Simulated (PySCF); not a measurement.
Consider `[F][Al]([F])[Cl]` (AlClF2). Coordinates in Å; atoms count from 1 in this order:
```
F    -0.8986   -1.4333   -0.1767
Al   -0.0875   -0.0029   -0.2599
F    -0.8573    1.3181   -0.8709
Cl    1.8676    0.1301    0.3947
```

Energies: M06-2X/def2-TZVP (PySCF, density fitting, integration grid level 3) on PBE0-D3(BJ)/def2-SVP structures. Zero-point and thermal terms (298.15 K, 1 bar) come from unscaled PBE0-D3(BJ)/def2-SVP harmonic frequencies, with soft modes damped to free rotors in the entropy.

Problem. Rank these bonds by dissociation enthalpy, weakest first.
A. F1–Al2
B. Al2–Cl4

Solution. B (481 kJ/mol), A (632 kJ/mol).

Problem. For Al2–Cl4, what are ΔE (electronic) and ΔG(298 K) of the homolysis?

Solution. ΔE = 485 and ΔG = 441 kJ/mol, beside ΔH = 481 kJ/mol. The radicals are `[F][Al][F]` and Cl•.

Known limits: spin-orbit coupling is left out of the energies, which matters for open shells on the heavier atoms.
